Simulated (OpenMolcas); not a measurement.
Fe4+: moving or changing the point charges

Fe4+ among 6 point charges of -2.2 e arranged as a trigonal antiprism (D3d), 2.06 Å from the ion, with a polar angle of 60.2° against the regular 54.74°.
```
   0.0000    1.7878    1.0235  -2.20
  -1.5482   -0.8939    1.0235  -2.20
   1.5482   -0.8939    1.0235  -2.20
   0.0000   -1.7878   -1.0235  -2.20
   1.5482    0.8939   -1.0235  -2.20
  -1.5482    0.8939   -1.0235  -2.20
```

| Quantity | Value |
| --- | --- |
| Program | OpenMolcas 26.06 |
| Method | SS-CASPT2, IPEA 0.25 Eh, imaginary shift 0.1 Eh (closed shells correlated: 3s 3p) |
| Basis | ANO-RCC-VDZP [5s4p2d1f] |
| Scalar Hamiltonian | DKH2, point nucleus |
| Active space | 4 electrons in 5 orbitals (3d) |
| State averaging | 2S+1 = 5 even, 5 roots; 2S+1 = 3 even, 45 roots; 2S+1 = 1 even, 50 roots |
| Spin-orbit coupling | state interaction with AMFI integrals over the reference wave functions |

Runs around this geometry, states (labels of D3, the rotations of D3d). Energies in cm-1 above the lowest state or level, χT in cm3 K/mol.

| R (Å) | q (e) | Polar angle / regular | Ground state | First state of that spin | First gap with spin-orbit (degeneracies) | χT at 300 K | First state of another spin |
| --- | --- | --- | --- | --- | --- | --- | --- |
| 2.06 | -1.76 | 1.1 | 5E | 5E 2400 | 2 (1, 1) | 1.768 | 3A2 26310 |
| 1.95 | -2.2 | 1.1 | 5E | 5E 3670 | 1 (1, 1) | 1.868 | 3A2 25540 |
| 2.06 | -2.2 | 1.1 | 5E | 5E 3000 | 2 (1, 1) | 1.801 | 3A2 26050 |
| 2.18 | -2.2 | 1.1 | 5E | 5E 2450 | 2 (1, 1) | 1.740 | 3A2 26370 |
| 2.06 | -2.2 | 1.19 | 5E | 5E 4980 | 1 (1, 1) | 1.685 | 3A2 26250 |

Taking the first state of the same spin as R^-n, n = -ln(2450 / 3670) / ln(2.18 / 1.95) = 3.6 between the shortest and longest distance.

Scaling the charges by -1.76 / -2.2 = 0.80 scales the first state of the same spin by 2400 / 3000 = 0.80; with fixed orbitals a first-order splitting would follow the charge.

Roots that are degenerate in the reference are averaged as groups; the widest CASPT2 spread within a group is 110 cm-1 (the 2-fold group of multiplicity 1 near 49100 cm-1 above the lowest state of its run, R = 1.95, q = -2.2, ratio = 1.1). Shifts and gaps below about the spread of the groups concerned are not significant. An orbital doublet at a regular site is open to a Jahn-Teller distortion, which this geometry leaves out. Point charges give a weaker field than real ligands, and real ions of this kind are often low spin; the high spin found here belongs to the model. Free-ion shares, where given, are those of the reference states; single-state CASPT2 does not remix them. The ground term spreads over less than 5000 cm-1, several times less than with real ligands, so orbital moments are less quenched and χT lies further from the spin-only value than at real sites (holds for R = 2.06, q = -1.76, ratio = 1.1; R = 2.06, q = -2.2, ratio = 1.1; R = 2.18, q = -2.2, ratio = 1.1). This is an electrostatic model: the charges have no orbitals. No measured value stands beside these numbers.
